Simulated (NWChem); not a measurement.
# Electron attachment to CF$_{2}$ (+1)

```
C
F 1 1.2288
F 1 1.2288 2 124.51
```
Charge +1, spin multiplicity 2.

Program: NWChem. The geometry was optimised at UPBE/def2-SVP, a minimum by its harmonic frequencies.

Basis set: def2-TZVPD. The species with one electron more has spin multiplicity 1 and keeps the geometry of the parent. Δ marks differences of total energies (open shells unrestricted). −ε marks an orbital energy of the parent. That orbital need not have the symmetry of the hole or added electron in the Δ rows.

B3LYP has NWChem's definition, with VWN1-RPA local correlation. This spin state was chosen for the runs; another may lie lower. The structure started from a generated list of species. The unpaired electrons of the parent sit in orbitals of symmetry a1 (C2v labels of the run); other states weren't searched. No SCF solution was tested for a lower state.

### Question
One of these methods gave a vertical electron affinity of 14.44 eV. Which?
(A) ΔB3LYP
(B) −ε(beta LUMO) of TPSS
(C) −ε(beta LUMO) of PBE
(D) −ε(beta LUMO) of B3LYP

### Answer
C, −ε(beta LUMO) of PBE. The others give 13.81 (−ε(beta LUMO) of B3LYP), 14.26 (−ε(beta LUMO) of TPSS), 10.40 (ΔB3LYP).
